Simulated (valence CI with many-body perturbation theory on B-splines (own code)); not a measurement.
**Tm28+: calculated level list**

Level of theory: relativistic CI+MBPT: five valence electrons over a frozen Dirac-Fock core [Kr], radial functions for each j: 7 s, 7 p, 8 d, 6 f, 4 g, 1 h, with the one-electron correlation potential Σ1 (screened to all orders), the two-electron term Σ2, the three-electron term Σ3, Breit, model QED; selected single and double excitations, second order for the rest, scaled by the run's own slope (own B-spline code, finite nucleus).

The last digits are not significant, and no measured levels were compared; by estimate large intervals hold to a few tenths of a per cent, small ones and those within an open d or f shell to about a per cent. Among the levels kept, up to 440 cm⁻¹ of a level comes from second order outside the variational space, and about a tenth of that is noise between levels of different J, which matters for small intervals. Only levels of the ground parity were solved; by the run's estimate the other parity begins above the list, which can be wrong where configurations are misplaced.

Levels 1 to 31 of 31, with energies above the lowest level, (4d3/2^4 4d5/2) J=5/2. "Leading %" is the weight of the configuration and term that name the level; weights of strongly mixed levels are sums over their largest components and can fall short, so below about 35 % the name and the second component can differ from the true leading terms, or belong to a minority configuration. In the jj column 3d3/2^4 stands for four electrons in 3d with j = 3/2.

```tsv
No.	Configuration	Term	J	E (eV)	Leading %	Second component	g	Leading jj
1	4d5	4P	5/2	0.000	30	26 % 4d5 6S	1.481	4d3/2^4 4d5/2 (82 %)
2	4d5	6S	5/2	7.905	37	24 % 4d5 2F	1.292	4d3/2^3 4d5/2^2 (74 %)
3	4d5	4G	7/2	11.997	39	22 % 4d5 4D	1.155	4d3/2^3 4d5/2^2 (97 %)
4	4d5	4D	3/2	12.398	42	32 % 4d5 4P	1.226	4d3/2^3 4d5/2^2 (96 %)
5	4d5	4G	11/2	12.819	42	37 % 4d5 2H	1.132	4d3/2^3 4d5/2^2 (96 %)
6	4d5	4G	9/2	13.997	42	22 % 4d5 2G	1.150	4d3/2^3 4d5/2^2 (90 %)
7	4d5	4D	5/2	14.636	36	18 % 4d5 2D	1.141	4d3/2^3 4d5/2^2 (81 %)
8	4d5	4P	1/2	15.298	51	23 % 4d5 4D	1.814	4d3/2^3 4d5/2^2 (81 %)
9	4d5	2F	7/2	16.619	37	27 % 4d5 2G	1.101	4d3/2^3 4d5/2^2 (92 %)
10	4d5	2D	5/2	19.933	33	21 % 4d5 4G	1.240	4d3/2^2 4d5/2^3 (73 %)
11	4d5	2D	3/2	20.662	53	25 % 4d5 4F	0.786	4d3/2^3 4d5/2^2 (72 %)
12	4d5	4D	7/2	22.045	51	36 % 4d5 4G	1.217	4d3/2^2 4d5/2^3 (96 %)
13	4d5	2I	11/2	22.630	54	43 % 4d5 4G	1.076	4d3/2^2 4d5/2^3 (96 %)
14	4d5	4G	9/2	23.247	51	40 % 4d5 2G	1.147	4d3/2^2 4d5/2^3 (90 %)
15	4d5	4D	1/2	23.860	74	13 % 4d5 4P	0.599	4d3/2^2 4d5/2^3 (94 %)
16	4d5	2I	13/2	24.563	100		1.074	4d3/2^2 4d5/2^3 (100 %)
17	4d5	4P	3/2	24.669	52	32 % 4d5 4F	1.197	4d3/2^2 4d5/2^3 (93 %)
18	4d5	2F	5/2	25.182	41	26 % 4d5 4D	1.016	4d3/2^2 4d5/2^3 (92 %)
19	4d5	2H	9/2	27.235	52	47 % 4d5 4F	1.109	4d3/2^2 4d5/2^3 (99 %)
20	4d5	2G	7/2	27.804	61	34 % 4d5 2F	0.989	4d3/2^2 4d5/2^3 (98 %)
21	4d5	4F	5/2	28.232	60	24 % 4d5 2D	1.042	4d3/2^2 4d5/2^3 (95 %)
22	4d5	2D	3/2	29.021	87	4 % 4d5 4F	0.828	4d3/2^2 4d5/2^3 (72 %)
23	4d5	2S	1/2	30.363	39	32 % 4d5 4P	1.832	4d3/2^2 4d5/2^3 (68 %)
24	4d5	2F	7/2	30.489	41	41 % 4d5 2G	1.052	4d3/2^2 4d5/2^3 (89 %)
25	4d5	2G	9/2	33.014	70	16 % 4d5 2H	1.104	4d3/2^2 4d5/2^3 (88 %)
26	4d5	4P	5/2	33.656	36	25 % 4d5 2F	1.244	4d3/2 4d5/2^4 (87 %)
27	4d5	4F	7/2	36.501	32	30 % 4d5 2F	1.193	4d3/2 4d5/2^4 (97 %)
28	4d5	2H	11/2	37.462	59	26 % 4d5 2I	1.069	4d3/2 4d5/2^4 (98 %)
29	4d5	2D	3/2	37.509	49	18 % 4d5 4D	0.969	4d3/2 4d5/2^4 (66 %)
30	4d5	2D	5/2	38.225	66	22 % 4d5 2F	1.136	4d3/2^2 4d5/2^3 (64 %)
31	4d5	2P	3/2	38.293	64	13 % 4d5 2D	1.160	4d3/2^2 4d5/2^3 (64 %)
```

Where two levels of one J and parity lie close, their mixing, g and order are uncertain.

The ionisation energy to 4d4 3P_0 of the next ion comes out as 1051.3 eV (NIST: 1050 ± 4 eV (theoretical)). All 31 levels together are meant to be complete up to 39.860 eV.
